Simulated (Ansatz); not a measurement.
Molecule: CdBr, net charge 0, doublet state. The spin state was set by rule; other spins were not relaxed. 
Coordinates optimised at B3LYP-D3(BJ)/def2-TZVP (Ansatz, a program for electronic structure):
```xyz
2

Cd     0.0000     0.0000    -1.0750
Br     0.0000     0.0000     1.4743
```
Charge 0, spin multiplicity 2.

Total electronic energies in hartree. Correlated levels leave the core frozen unless marked. Open shells are spin-unrestricted. No spin-orbit coupling. Frozen are the shells of the preceding noble gas and the d and f shells that filled before the atom's block. In def2 rows, elements after Kr have scalar-relativistic effective core potentials. STO-3G rows are all-electron and non-relativistic. CBS(X,Y): correlation extrapolated as X^-3; Hartree-Fock from the larger set.

```csv
level,program,energy (Eh)
HF/def2-SVPD,Ansatz,-2738.98600
RI-HF/def2-TZVPPD,Ansatz,-2739.33523
RI-HF/def2-QZVPPD,Ansatz,-2739.38631
SVWN5/def2-TZVPD,Ansatz,-2738.11625
r2SCAN-D3(BJ)/def2-TZVPD,Ansatz + dftd3,-2741.99500
B3LYP/def2-TZVPD,Ansatz,-2742.03959
PBE0/STO-3G,Ansatz,-7959.03883
PBE0-D4/def2-TZVP,Ansatz + dftd4,…
BHLYP-D3(BJ)/def2-TZVPD,Ansatz + dftd3,-2741.86020
r2SCANh-D4/def2-TZVPD,Ansatz + dftd4,-2741.97987
r2SCAN0/def2-TZVPD,Ansatz,-2741.95775
LC-wPBE-D3(BJ)/def2-TZVPD,Ansatz + dftd3,-2741.61172
LC-wPBE-D4/def2-TZVPD,Ansatz + dftd4,-2741.61207
B2GP-PLYP-D3(BJ)/def2-TZVPD,Ansatz + dftd3,-2741.14683
B2PLYP/def2-TZVPD,Ansatz,-2741.33996
RPA@PBE/def2-TZVPP,Ansatz,-2740.10543
MP2/def2-QZVPP,Ansatz,-2740.02298
SCS-MP2/def2-TZVPP,Ansatz,-2739.86012
CCSD/def2-QZVPPD,Ansatz,-2740.00307
CCSD(T)/def2-SVPD,Ansatz,-2739.38604
CCSD(T)/def2-TZVPPD,Ansatz,-2739.92193
CCSD(T)/def2-QZVPPD,Ansatz,-2740.02879
"CCSD(T)/CBS(def2-TZVPPD,def2-QZVPPD)",Ansatz,-2740.0695
```

Fill in the missing entries.


- PBE0-D4/def2-TZVP, energy (Eh): -2741.64928
